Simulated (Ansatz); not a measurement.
Diatomic BCl-, multiplicity 2 (lowest of 2S+1 = 2, 4 at CCSD(T)/def2-TZVPP on PBE0 minima; our sources give no spin for the ground state, which may be another).

Seven points along R, fitted to fifth degree in 1/R; most abundant isotopes. In def2 and cc sets the state is the lowest found near the PBE0 minimum, followed along R.

Frozen-core correlation.

Run with Ansatz (Gaussian basis) for Hartree–Fock, density functionals and correlated methods. Each number belongs to the level named beside it.

Energies at CCSD/aug-cc-pV(T+d)Z:

```
R (Å)       E (hartree)
--------  -------------
1.760903  -484.44158244
1.808239  -484.44374552
1.851788  -484.44477500
1.901018  -484.44509158
1.950247  -484.44473093
2.007050  -484.44370633
2.073321  -484.44194889
```

Problem. With a reduced mass of 8.3732 u, find the minimum, the force constant and the constants.

Solution. A fifth-degree polynomial in 1/R puts the minimum at r_e = 1.8970 Å with force constant 124 N/m. Then ω_e = (1/2πc)√(k/μ) = 502 cm⁻¹ and B_e = h/(8π²cμr_e²) = 0.5595 cm⁻¹; the cubic and quartic terms give α_e = 0.011 and ω_e x_e = 7.7 cm⁻¹.

Ansatz is an electronic-structure program.
